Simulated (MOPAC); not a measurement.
Input file for MOPAC: PM7 on MgB-, 2S+1 = 3, a spin state set in the input, which need not be the lowest, a point of a bond scan (R = 2.090 Å). Charge -1.

```
PM7 1SCF PRECISE CHARGE=-1 UHF MS=1 THREADS=1
BMg

B      0.00000000 1     0.00000000 1     0.00000000 1
Mg     0.00000000 1     0.00000000 1     2.09034400 1
```

Output:

```
*******************************************************************************
 **                                                                           **
 **                              MOPAC v23.2.5                                **
 **                                                                           **
 *******************************************************************************
 ** MOPAC's Digital Object Identifier: https://doi.org/10.5281/zenodo.6511958 **
 **                                                                           **
 ** Please cite the open-source release paper for use of this MOPAC version:  **
 ** J. E. Moussa and J. J. P. Stewart (2026)                                  **
 ** MOPAC: An open-source semiempirical molecular orbital program             **
 ** J. Open Source Softw., 11(119), 8025, https://doi.org/10.21105/joss.08025 **
 *******************************************************************************

                              PM7 CALCULATION RESULTS

 *******************************************************************************
 *  PM7        - The PM7 Hamiltonian to be used
 *  UHF        - UNRESTRICTED HARTREE-FOCK CALCULATION
 *
 *
 *
 *                 CHARGE ON SYSTEM = -1
 *
 *
 *
 *  MS=        - IN MECI, MAGNETIC COMPONENT OF SPIN =  1.0
 *  PRECISE    - TIGHTER CRITERIA TO BE USED
 *  1SCF       - DO 1 SCF AND THEN STOP
 *  THREADS=1  - MULTI-THREADING NOT USED
 *  T=         - A TIME OF 172800.0 SECONDS REQUESTED
 *  DUMP=N     - RESTART FILE WRITTEN EVERY 7200.0 SECONDS REQUESTED
 *******************************************************************************
PM7 1SCF PRECISE CHARGE=-1 UHF MS=1 THREADS=1
 BMg

   ATOM   CHEMICAL          X               Y               Z
  NUMBER   SYMBOL      (ANGSTROMS)     (ANGSTROMS)     (ANGSTROMS)

     1       B          0.00000000  *   0.00000000  *   0.00000000  *
     2      Mg          0.00000000  *   0.00000000  *   2.09034400  *



          CARTESIAN COORDINATES

    NO.       ATOM           X           Y           Z

     1         B          0.0000      0.0000      0.0000
     2        Mg          0.0000      0.0000      2.0903

 General Reference for PM7:
 "Optimization of Parameters for Semiempirical Methods VI: More Modifications to the
 NDDO Approximations and Re-optimization of Parameters", J. J. P. Stewart, J. Mol. Mod., 1:32, 19 (2013)
 https://link.springer.com/article/10.1007/s00894-012-1667-x

           Empirical Formula: B Mg  =     2 atoms



      MOLECULAR POINT GROUP   :   C*v


          UHF CALCULATION, NO. OF ALPHA ELECTRONS =    4
                           NO. OF BETA  ELECTRONS =    2

 -------------------------------------------------------------------------------
 PM7 1SCF PRECISE CHARGE=-1 UHF MS=1 THREADS=1
 BMg



     1SCF WAS SPECIFIED, SO BFGS WAS NOT USED
     SCF FIELD WAS ACHIEVED


                              PM7 CALCULATION
                                                       MOPAC v23.2.5 Linux




          FINAL HEAT OF FORMATION =         69.74659 KCAL/MOL =     291.81973 KJ/MOL


          COSMO AREA              =         78.12 SQUARE ANGSTROMS
          COSMO VOLUME            =         60.63 CUBIC ANGSTROMS

          IONIZATION POTENTIAL    =          0.778886 EV
          ALPHA SOMO LUMO (EV)    =         -0.779  7.825
          BETA  SOMO LUMO (EV)    =         -3.294  3.888
          NO. OF ALPHA ELECTRONS  =          4
          NO. OF BETA  ELECTRONS  =          2
          MOLECULAR WEIGHT        =         35.1150         POINT GROUP:  C*v

          MOLECULAR DIMENSIONS (Angstroms)

            Atom       Atom       Distance
           Mg     2    B     1     2.09034
           Mg     2    B     1     0.00000
            B     1   Mg     2     0.00000


          SCF CALCULATIONS        =          1





   ATOM   CHEMICAL          X               Y               Z
  NUMBER   SYMBOL      (ANGSTROMS)     (ANGSTROMS)     (ANGSTROMS)

     1       B          0.00000000  *   0.00000000  *   0.00000000  *
     2      Mg          0.00000000  *   0.00000000  *   2.09034400  *

                             CARTESIAN COORDINATES

   1    B        0.000000000     0.000000000     0.000000000
   2   Mg        0.000000000     0.000000000     2.090344000


           Empirical Formula: B Mg  =     2 atoms



      MOLECULAR POINT GROUP   :   C*v


          ALPHA EIGENVALUES
  -5.79413  -2.50323  -1.49148  -0.77889   7.82482   7.85534   8.08777  14.56052


           BETA EIGENVALUES
  -5.34680  -3.29410   3.88836   4.80770   8.33399   8.34797   8.89734  15.77568


              NET ATOMIC CHARGES AND DIPOLE CONTRIBUTIONS

  ATOM NO.   TYPE          CHARGE      No. of ELECS.   s-Pop       p-Pop
    1          B          -1.428079        4.4281     0.11034     4.31774
    2         Mg           0.428079        1.5719     1.42841     0.14351
 DIPOLE           X         Y         Z       TOTAL
 POINT-CHG.     0.000     0.000    11.248    11.248
 HYBRID         0.000     0.000    -1.811     1.811
 SUM            0.000     0.000     9.437     9.437


          ATOMIC ORBITAL ELECTRON POPULATIONS

     Atom    s        px        py        pz
    1  B   0.11034   1.99475   0.99554   1.32745
    2 Mg   1.42841   0.00525   0.00446   0.13380


                    (SZ)    =    1.000000
                    (S**2)  =    2.020861


          ATOMIC ORBITAL SPIN POPULATIONS

    Atom   Total    s     px     py     pz
         Atomic
    1  B  1.5444 -0.005 -0.001  0.996  0.555
    2 Mg  0.4556  0.333  0.001  0.004  0.118

 **********************
 *                    *
 * JOB ENDED NORMALLY *
 *                    *
 **********************




 == MOPAC DONE ==
```

The run finished.

Cost: roughly 0.020 core-seconds.
